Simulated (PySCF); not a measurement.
A calculated (M06-L, PySCF 2.14, cc-pVDZ, no relativity, point nucleus) atom or ion has these occupied shells.

```json
{"shell": "1s α", "electrons": "1", "orbital energy (eV)": "-5859.8", "rms radius, mean of both spins (bohr)": "0.0743"}
{"shell": "1s β", "electrons": "1", "orbital energy (eV)": "-5859.8", "rms radius, mean of both spins (bohr)": "0.0743"}
{"shell": "2s α", "electrons": "1", "orbital energy (eV)": "-673.14", "rms radius, mean of both spins (bohr)": "0.320"}
{"shell": "2s β", "electrons": "1", "orbital energy (eV)": "-670.83", "rms radius, mean of both spins (bohr)": "0.320"}
{"shell": "2p α", "electrons": "3", "orbital energy (eV)": "-570.09", "rms radius, mean of both spins (bohr)": "0.289"}
{"shell": "2p β", "electrons": "3", "orbital energy (eV)": "-568.40", "rms radius, mean of both spins (bohr)": "0.289"}
{"shell": "3s α", "electrons": "1", "orbital energy (eV)": "-83.706", "rms radius, mean of both spins (bohr)": "0.980"}
{"shell": "3s β", "electrons": "1", "orbital energy (eV)": "-77.535", "rms radius, mean of both spins (bohr)": "0.980"}
{"shell": "3p α", "electrons": "3", "orbital energy (eV)": "-54.660", "rms radius, mean of both spins (bohr)": "1.06"}
{"shell": "3p β", "electrons": "3", "orbital energy (eV)": "-48.601", "rms radius, mean of both spins (bohr)": "1.06"}
{"shell": "3d α", "electrons": "5", "orbital energy (eV)": "-10.296", "rms radius, mean of both spins (bohr)": "1.54"}
```

(1) Name the element and its charge.

## Answers

(1) Cr⁺ (chromium, charge +1), in [Ar] 3d5, high-spin 6S determinant.
